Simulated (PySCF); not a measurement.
A structure optimised at B3LYP-D3(BJ)/def2-SVP, used in a PySCF frequency run:

```xyz
6

F     -1.3730    -1.3730     0.1894
Te     0.0000     0.0000     0.1661
F      1.3730    -1.3730     0.1894
F     -1.3730     1.3730     0.1894
F      0.0000     0.0000    -1.7175
F      1.3730     1.3730     0.1894
```
Charge 0, spin multiplicity 2.

**Question.** Write its SMILES, formula and point group.

**Answer.** F[Te](F)(F)(F)F, F5Te, C4v

**Question.** What are its rotational constants (standard atomic weights)?

**Answer.** 2.4592, 2.4592, 1.7639 GHz
